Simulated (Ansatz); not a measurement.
`NC[S][AlH2]` and `C[SiH2]C[S][AlH2]` differ in one atom or group.

Ansatz, PBE0-D4/def2-TZVP geometries, multiplicity 1. Each molecule was computed in one conformer, which needn't be the lowest.

```tsv
property	`NC[S][AlH2]`
HOMO energy (PBE0/def2-TZVPP) / eV	-7.13
LUMO energy (PBE/def2-TZVPP) / eV	-2.02
LUMO energy (B3LYP/def2-TZVPP) / eV	-1.48
HOMO–LUMO gap (ωB97M-V/def2-TZVPP) / eV	9.71
HOMO energy (ωB97M-V/def2-TZVPP) / eV	-9.39
HOMO–LUMO gap (PBE0/def2-TZVPP) / eV	5.84
```

Task: What does the change do to each property? (Best estimate.)

Result: The calculation gave: 
| property | `C[SiH2]C[S][AlH2]` | shift |
| --- | --- | --- |
| HOMO energy (PBE0/def2-TZVPP) / eV | -6.85 | 0.28 |
| LUMO energy (PBE/def2-TZVPP) / eV | -1.91 | 0.11 |
| LUMO energy (B3LYP/def2-TZVPP) / eV | -1.33 | 0.15 |
| HOMO–LUMO gap (ωB97M-V/def2-TZVPP) / eV | 9.47 | -0.24 |
| HOMO energy (ωB97M-V/def2-TZVPP) / eV | -9.04 | 0.35 |
| HOMO–LUMO gap (PBE0/def2-TZVPP) / eV | 5.71 | -0.13 |

With PBE0 the HOMO rises by 0.28 eV and the LUMO rises by 0.15 eV, so the gap narrows by about 0.13 eV. PBE moves the HOMO by 0.09 eV and ωB97M-V by 0.35 eV.

B3LYP here is the variant with VWN-RPA as its local correlation; programs differ in this.
